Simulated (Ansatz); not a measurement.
Coupled-cluster diagnostics for the cluster Mo3 (the lowest singlet isomer of a short search), Ansatz.

Geometry of the singlet (r2SCAN-D4/def2-TZVP):

```xyz
3

Mo    1.083    0.674   -0.358
Mo    0.066   -1.183   -0.061
Mo   -1.149    0.509    0.419
```

In the def2 sets Mo takes a core potential; there is no spin–orbit coupling. Correlated methods freeze no core orbitals; core or outer-core shells of Mo are correlated, in sets that lack core-valence functions. At PBE0-D4/def2-TZVP a quintet of charge 0 lies 0.98 eV below the restricted singlet, each at its own geometry. The structure comes from a short search, and lower isomers may exist.

Question: Estimate the CCSD(T) correlation energy, the shares of MP2 and (T), T1 and the reference's ⟨S²⟩ for: charge 0, singlet, own geometry in def2-TZVPP; charge 0, singlet, own geometry in def2-TZVPD; charge -1, doublet, vertical in def2-TZVPD; and the rough time on 4 threads of Intel Xeon Platinum 8259CL on a shared host.

Answer: 
```csv
state,basis,correlation (eV),MP2 share (%),(T) share (%),T1,⟨S²⟩ (pure),wall time,remarks
"charge 0, singlet, own geometry",def2-TZVPP,-48.450,103.2,8.7,0.132,0.00 (0.00),2.7 min,"large T1, restricted SCF unstable"
"charge 0, singlet, own geometry",def2-TZVPD,-40.399,104.7,8.3,0.134,0.00 (0.00),59 s,"large T1, restricted SCF unstable"
"charge -1, doublet, vertical",def2-TZVPD,-35.533,89.0,7.9,0.122,6.25 (0.75),2.4 min,"large T1, spin-contaminated"
```
Customary marks for T1 are 0.02 (closed shells), 0.045 (open shells) and about 0.05 (3d metals). T1 exceeds 0.02 in 3 of 3 rows and 0.045 in 3; the higher it lies, the less the single-reference result can be trusted.
